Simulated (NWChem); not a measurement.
Species: CH$_{4}$MgOS; SMILES [Mg]([SH])[O]C

```xyz
8

Mg    -0.0730     0.1183     0.0014
O     -0.1895    -1.6444     0.0011
C     -0.2630    -3.0149     0.0006
H     -0.1264    -3.4410    -1.0137
H      0.5115    -3.4757     0.6461
H     -1.2423    -3.3809     0.3695
S      0.0915     2.4169     0.0019
H     -1.2505     2.5890    -0.0062
```
Atoms are numbered in this order, from 1.

Level: PBE0/def2-SVP (NWChem), optimised geometry, unscaled harmonic frequencies. 

List the harmonic frequencies with IR intensities, and the thermochemistry.


```csv
frequency (cm⁻¹),IR intensity (km/mol)
21,9.1
76,1.0
76,2.5
146,69.4
152,72.2
337,2.9
551,7.9
693,59.1
1188,0.0
1189,0.0
1310,401.1
1475,0.5
1475,0.5
1482,39.9
2704,1.6
2973,168.5
3043,63.3
3043,62.9
```

| Quantity | Result |
|---|---|
| zero-point energy | 31.3 kcal/mol |
| thermal correction to the enthalpy at 298.15 K (with zero-point energy) | 36.5 kcal/mol |
| heat capacity Cv | 20.1 cal/(mol K) |
| entropy at 298.15 K and 1 atm (symmetry number 1) | 86.4 cal/(mol K) |
| dipole moment | 1.23 D |

Rigid rotor and harmonic oscillator; modes under 100 cm⁻¹ make the entropy uncertain.
